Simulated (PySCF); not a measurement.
**C₆ coefficients of unlike pairs at PBE0**

Calculated with PySCF 2.14 from the dipole response of each species, C₆(A,B) = (3/π) ∫ α_A(iu) α_B(iu) du, in atomic units, from isotropic polarisabilities. For ions this is the dispersion term alone; charge-induced terms of lower order in 1/R come first.

```
species      configuration                                                                                    basis     relativity  α (bohr³)  C₆ (like pair)
   Mn³⁺      [Ar] 3d4 (5D)  aug-cc-pwCVTZ-DK with one added diffuse shell each of s, p, d, f, g type (11s10p8d5f4g)  spin-free X2C      2.005           5.006
   Si³⁺      [Ne] 3s1 (2S)                                                                aug-cc-pVTZ-DK (6s5p3d2f)  spin-free X2C      7.208           13.45
     B⁺      [He] 2s2 (1S)                                                                   def2-TZVPPD (6s3p3d1f)           none      10.76           29.27
   Ar³⁺  [Ne] 3s2 3p3 (4S)                                                                  dyall-av3z (19s12p3d2f)  spin-free X2C      3.553           9.675
```

**Question.** Estimate C₆ for B⁺ with Si³⁺.

**Answer.** The integral gives 19.83. The combination rule 2 C_A C_B / (C_A α_B/α_A + C_B α_A/α_B) gives 19.84 and the geometric mean 19.84.

No spin-orbit coupling is included.

The other pairs:

```csv
pair,C₆
"Ar³⁺, Si³⁺",10.00
"Si³⁺, Mn³⁺",6.249
"B⁺, Mn³⁺",9.118
"Ar³⁺, Mn³⁺",6.688
"Ar³⁺, B⁺",14.69
```
